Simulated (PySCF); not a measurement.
A PySCF script (with the pyscf-properties extension) for the NMR shieldings of SMILES O=CC(=C=C)B(F)F, C4H3BF2O, on a GFN2-xTB geometry:

```python
import basis_set_exchange as bse
import numpy as np
from pyscf import gto, dft
from pyscf.prop import nmr

atoms = """
C     2.101851   -0.453545    0.509410
C     0.881502   -0.188286    0.211609
C    -0.379795    0.056699   -0.098828
C    -1.253164   -1.080493   -0.483713
O    -0.917493   -2.231467   -0.548072
B    -0.962228    1.494466   -0.069315
F    -0.246200    2.551370    0.258639
F    -2.217850    1.756713   -0.371488
H     2.403287   -0.684139    1.517816
H     2.880445   -0.455847   -0.235378
H    -2.284933   -0.762801   -0.716643
"""
names = dict.fromkeys(["C", "O", "B", "F", "H"], "pcSseg-1")
basis = {el: gto.basis.parse(bse.get_basis(n, elements=[el], fmt="nwchem")) for el, n in names.items()}
mol = gto.M(atom=atoms, basis=basis, charge=0, verbose=0)
mf = dft.RKS(mol, xc="PBE0")
mf.grids.level = 2
mf.grids.alignment = dft.numint.BLKSIZE   # the property module wants whole blocks of grid points
mf.conv_tol = 1e-9
mf.kernel()

calc = nmr.RKS(mf)   # GIAO
C = mf.mo_coeff
Co = C[:, mf.mo_occ > 0]
resp = mf.gen_response(singlet=True, hermi=2)
def vind(x):   # induced exchange potential for any number of trial vectors
    d = np.einsum("pi,xij,qj->xpq", C, 2 * x.reshape(-1, C.shape[1], Co.shape[1]), Co, optimize=True)
    return np.einsum("xpq,pi,qj->xij", resp(d - d.transpose(0, 2, 1)), C, Co, optimize=True).ravel()
mo1, _ = nmr.rhf.solve_mo1(calc, with_cphf=vind)
sigma = calc.kernel(mo1)
for i, s in enumerate(sigma):   # ppm
    w = np.linalg.eigvalsh((s + s.T) / 2)
    print("%2d %-2s iso %8.1f  s11 %8.1f  s22 %8.1f  s33 %8.1f" % (i, mol.atom_pure_symbol(i), w.mean(), *w))
```

Task: What are the results?

Result: 
```
 0 C  iso    106.5  s11      4.8  s22    146.6  s33    168.2
 1 C  iso    -55.1  s11    -95.7  s22    -59.0  s33    -10.6
 2 C  iso     92.4  s11     23.7  s22    109.9  s33    143.6
 3 C  iso     -5.5  s11    -97.7  s22    -14.5  s33     95.8
 4 O  iso   -357.7  s11  -1024.2  s22   -441.5  s33    392.5
 5 B  iso     75.6  s11     60.5  s22     83.1  s33     83.3
 6 F  iso    251.1  s11     90.5  s22    295.3  s33    367.5
 7 F  iso    254.4  s11     92.5  s22    288.4  s33    382.3
 8 H  iso     26.1  s11     24.1  s22     25.0  s33     29.4
 9 H  iso     26.1  s11     24.1  s22     25.0  s33     29.4
10 H  iso     21.9  s11     19.5  s22     21.9  s33     24.2
```

These numbers come from an equivalent density-fitted implementation of the same equations, which agrees with the script to about 0.01 ppm for H and up to a few tenths of a ppm for heavy atoms, so last digits may differ.

Size and cost of the density-fitted run: 151 basis functions, 17 s wall time on 1 thread of an Arm Neoverse V2, shared host; peak memory 0.7 GiB.
